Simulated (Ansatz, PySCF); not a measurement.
Dimer: NH3 (SMILES N) (first 4 atoms) with CH3F (SMILES CF); geometry from B3LYP-D3(BJ)/def2-TZVP.
(charge 0, multiplicity 1):
| atom | x (Å) | y (Å) | z (Å) |
|---|---|---|---|
| N | 0.0014 | -0.1752 | 0.2984 |
| H | 0.2376 | -0.8822 | -0.3885 |
| H | -0.1493 | 0.6928 | -0.2028 |
| H | 0.8122 | -0.0463 | 0.8950 |
| C | 0.1481 | -0.5399 | 3.6373 |
| F | 1.3826 | -0.1663 | 3.0945 |
| H | -0.1538 | 0.2219 | 4.3566 |
| H | -0.5710 | -0.6130 | 2.8225 |
| H | 0.2707 | -1.5019 | 4.1356 |

Counterpoise-corrected where a basis set is named; no monomer relaxation.

Rows in 6-31G* carry no dispersion term and start afresh at each structure (6-31G* with six Cartesian d functions).

Run with Ansatz (Gaussian basis) for Hartree–Fock, density functionals and correlated methods; PySCF for 6-31G* rows, the dispersion terms. Each number belongs to the level named beside it.

Question: What interaction energy does HF/6-31G* give?

Answer: -1.6 kcal/mol

Question: What is the computed interaction energy (r2SCAN-D4/def2-TZVPPD)?

Answer: -2.9 kcal/mol

Question: What is the computed interaction energy (SVWN5/def2-TZVPPD)?

Answer: -4.8 kcal/mol

Ansatz is an electronic-structure program.
